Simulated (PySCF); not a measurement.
# Computed records: GeH4NOSi, ClGeH4OSi, GeH6O2Si, GeH4O2Si and others

Calculation on a computer-drawn molecule: the log of a Hartree-Fock and frozen-core CCSD(T) single point meant for a local Hartree-Fock minimum, with one planted fault or none, to be diagnosed. Offsets are logged minus clean, where the clean run is the same molecule without the fault. The reference is restricted for singlets and unrestricted otherwise, and also for a bond in bohr or an excited solution. Adding or removing an electron swaps singlet and doublet. The excited solution moves the top pair (singlet) or top alpha electron (doublet) to the lowest empty orbital. Highest occupied and lowest empty are orbital energies over both spins, largest force is the largest gradient component, triples share is (T) over the correlation energy, the T1 limit is 0.02 restricted and 0.045 unrestricted, electrons count all cores, a negative frequency is imaginary (commonest isotopes), and the dipole is about the centre of nuclear charge; on germanium a core potential holds 10 electrons, which the energies leave out, and 3d is frozen in MP2 and coupled-cluster steps. Program: PySCF 2.14.0.

Common to all runs: meant multiplicity 1; meant basis cc-pV(D+d)Z; meant basis and core potential on germanium cc-pVDZ-PP ECP10MDF; logged SCF converged yes; possible faults no fault, one electron removed, one electron added, multiplicity raised by two, geometry at a saddle point, SCF held on an excited solution, minimal basis STO-3G, one bond length entered in bohr, all coordinates scaled.

(1) 
```xyz
8
formula=GeH4NOSi meant_charge=1 logged_electrons=64 logged_basis_functions=94 logged_spin_squared=0 logged_highest_occupied=-16.167 logged_lowest_empty=-3.99 logged_largest_force=2.757e-05 logged_lowest_frequency=100.14 logged_T1_diagnostic=0.019007 logged_D1_diagnostic=0.060414 logged_triples_share=0.029189 logged_CC_converged=yes logged_dipole_magnitude=1.1284 logged_SCF_stable_within_its_kind=yes logged_energy_HF=-713.7497 logged_energy_CCSD(T)=-714.31034 planted_fault=no_fault HF_energy_offset_from_clean_run=0 CCSD(T)_energy_offset_from_clean_run=0
O      0.5630    -1.6708    -0.8153
Si    -0.7406    -0.7778    -0.9163
N     -1.9714    -0.8227     0.0779
Ge    -3.3570    -0.7473     1.0428
H      0.7591    -2.3276    -0.1589
H     -0.6567     0.1047    -2.0632
H     -4.5393    -1.6329     0.7309
H     -3.4000     0.1915     2.2243
```

Units: logged_highest_occupied, logged_lowest_empty in eV; logged_largest_force in hartree/bohr; logged_lowest_frequency in cm⁻¹; logged_dipole_magnitude in debye; logged_energy_HF, logged_energy_CCSD(T) in hartree; HF_energy_offset_from_clean_run, CCSD(T)_energy_offset_from_clean_run in kcal/mol.

Drawn bonds:
```tsv
atom	other atom	order
1	2	1
2	3	1
3	4	2
1	5	1
2	6	1
4	7	1
4	8	1
```

(2) 
```xyz
8
formula=ClGeH4OSi meant_charge=1 logged_electrons=74 logged_basis_functions=103 logged_spin_squared=0 logged_highest_occupied=-16.225 logged_lowest_empty=-5.3969 logged_largest_force=3.214e-05 logged_lowest_frequency=25.995 logged_T1_diagnostic=0.015674 logged_D1_diagnostic=0.051918 logged_triples_share=0.025161 logged_CC_converged=yes logged_dipole_magnitude=3.4387 logged_SCF_stable_within_its_kind=yes logged_energy_HF=-1118.82382 logged_energy_CCSD(T)=-1119.37628 planted_fault=no_fault HF_energy_offset_from_clean_run=0 CCSD(T)_energy_offset_from_clean_run=0
O     -2.7986     2.0262     2.3157
Si    -1.5329     1.7361     1.3666
Ge    -0.9649    -0.6482     1.9054
Cl    -1.2660    -1.2805     3.8761
H     -2.7895     2.4935     3.1411
H     -1.9014     1.6510    -0.0433
H     -0.2811     2.4287     1.6816
H     -0.4334    -1.8275     1.1030
```

Units: logged_highest_occupied, logged_lowest_empty in eV; logged_largest_force in hartree/bohr; logged_lowest_frequency in cm⁻¹; logged_dipole_magnitude in debye; logged_energy_HF, logged_energy_CCSD(T) in hartree; HF_energy_offset_from_clean_run, CCSD(T)_energy_offset_from_clean_run in kcal/mol.

Drawn bonds:
```tsv
atom	other atom	order
1	2	1
2	3	1
3	4	1
1	5	1
2	6	1
2	7	1
3	8	1
```

(3) 
```xyz
10
formula=GeH6O2Si meant_charge=0 logged_electrons=68 logged_basis_functions=104 logged_spin_squared=2.0152 logged_highest_occupied=-4.4211 logged_lowest_empty=-2.0227 logged_largest_force=0.039028 logged_T1_diagnostic=0.031548 logged_D1_diagnostic=0.19469 logged_triples_share=0.028713 logged_CC_converged=yes logged_dipole_magnitude=0.74518 logged_SCF_stable_within_its_kind=yes logged_energy_HF=-735.38957 logged_energy_CCSD(T)=-736.03451 planted_fault=multiplicity_raised_by_two HF_energy_offset_from_clean_run=126.8 CCSD(T)_energy_offset_from_clean_run=117.7
O     -2.1598     4.2230    -1.0288
Si    -0.7044     3.5706    -0.5807
Ge    -0.7106     1.1707    -0.7839
O      0.9004     0.5305    -0.3244
H     -2.4108     4.2154    -1.9400
H     -0.5024     3.9509     0.8313
H      0.4012     4.1203    -1.4000
H     -1.7800     0.5124     0.1031
H     -0.8982     0.6986    -2.2281
H      1.0788     0.5327     0.6046
```

Units: logged_highest_occupied, logged_lowest_empty in eV; logged_largest_force in hartree/bohr; logged_dipole_magnitude in debye; logged_energy_HF, logged_energy_CCSD(T) in hartree; HF_energy_offset_from_clean_run, CCSD(T)_energy_offset_from_clean_run in kcal/mol.

Drawn bonds:
```tsv
atom	other atom	order
1	2	1
2	3	1
3	4	1
1	5	1
2	6	1
2	7	1
3	8	1
3	9	1
4	10	1
```

(4) 
```xyz
8
formula=GeH4O2Si meant_charge=0 logged_electrons=66 logged_basis_functions=94 logged_spin_squared=0 logged_highest_occupied=-5.6845 logged_lowest_empty=-3.0367 logged_largest_force=0.053671 logged_dipole_magnitude=1.1481 logged_SCF_stable_within_its_kind=no logged_energy_HF=-734.19369 planted_fault=SCF_held_on_an_excited_solution HF_energy_offset_from_clean_run=170.9
O      0.0549     1.1577    -0.5027
Si     0.1941     0.5281    -2.0197
O     -0.1789    -1.0486    -1.9306
Ge    -0.6800    -2.3620    -0.8106
H      0.2379     2.0729    -0.3557
H      1.5773     0.6926    -2.5131
H     -0.7342     1.2146    -2.9420
H     -0.7388    -3.4749    -1.9497
```

Units: logged_highest_occupied, logged_lowest_empty in eV; logged_largest_force in hartree/bohr; logged_dipole_magnitude in debye; logged_energy_HF in hartree; HF_energy_offset_from_clean_run in kcal/mol.

Drawn bonds:
```tsv
atom	other atom	order
1	2	1
2	3	1
3	4	1
1	5	1
2	6	1
2	7	1
4	8	1
```

Notes: coupled-cluster numbers left out as unreliable.

(5) 
```xyz
8
formula=GeH4O2Si meant_charge=0 logged_electrons=66 logged_basis_functions=94 logged_spin_squared=0 logged_highest_occupied=-9.2652 logged_lowest_empty=0.67869 logged_largest_force=0.023619 logged_T1_diagnostic=0.016735 logged_D1_diagnostic=0.055522 logged_triples_share=0.023906 logged_CC_converged=yes logged_dipole_magnitude=1.0069 logged_SCF_stable_within_its_kind=yes logged_energy_HF=-734.46129 logged_energy_CCSD(T)=-735.06213 planted_fault=all_coordinates_scaled,by_+2.4_% HF_energy_offset_from_clean_run=2.928 CCSD(T)_energy_offset_from_clean_run=-0.09092
O      0.0562     1.1855    -0.5148
Si     0.1987     0.5407    -2.0682
O     -0.1832    -1.0737    -1.9769
Ge    -0.6963    -2.4187    -0.8300
H      0.2436     2.1226    -0.3642
H      1.6152     0.7092    -2.5734
H     -0.7518     1.2438    -3.0126
H     -0.7566    -3.5583    -1.9965
```

Units: logged_highest_occupied, logged_lowest_empty in eV; logged_largest_force in hartree/bohr; logged_dipole_magnitude in debye; logged_energy_HF, logged_energy_CCSD(T) in hartree; HF_energy_offset_from_clean_run, CCSD(T)_energy_offset_from_clean_run in kcal/mol.

Drawn bonds:
```tsv
atom	other atom	order
1	2	1
2	3	1
3	4	1
1	5	1
2	6	1
2	7	1
4	8	1
```

(6) 
```xyz
12
formula=GeH8OSi2 meant_charge=0 logged_electrons=76 logged_basis_functions=123 logged_spin_squared=0 logged_highest_occupied=-9.8901 logged_lowest_empty=2.0067 logged_largest_force=0.069359 logged_T1_diagnostic=0.01437 logged_D1_diagnostic=0.037981 logged_triples_share=0.02724 logged_CC_converged=yes logged_dipole_magnitude=1.3007 logged_SCF_stable_within_its_kind=yes logged_energy_HF=-950.73606 logged_energy_CCSD(T)=-951.32189 planted_fault=all_coordinates_scaled,by_+9.0_% HF_energy_offset_from_clean_run=44.52 CCSD(T)_energy_offset_from_clean_run=35.26
O     -0.5177     2.7537     0.4530
Si    -0.6363     1.4204    -0.7590
Si     1.6607     0.3705    -1.2912
Ge     1.4678    -1.6084    -3.0093
H     -0.1281     2.5541     1.3856
H     -1.6262     0.2516    -0.2382
H     -1.2654     2.0835    -2.0829
H      2.6621     1.4902    -1.8944
H      2.3223    -0.2021     0.0741
H      2.9749    -2.2512    -3.3374
H      0.7959    -1.0768    -4.4450
H      0.4967    -2.8241    -2.3975
```

Units: logged_highest_occupied, logged_lowest_empty in eV; logged_largest_force in hartree/bohr; logged_dipole_magnitude in debye; logged_energy_HF, logged_energy_CCSD(T) in hartree; HF_energy_offset_from_clean_run, CCSD(T)_energy_offset_from_clean_run in kcal/mol.

Drawn bonds:
```tsv
atom	other atom	order
1	2	1
2	3	1
3	4	1
1	5	1
2	6	1
2	7	1
3	8	1
3	9	1
4	10	1
4	11	1
4	12	1
```
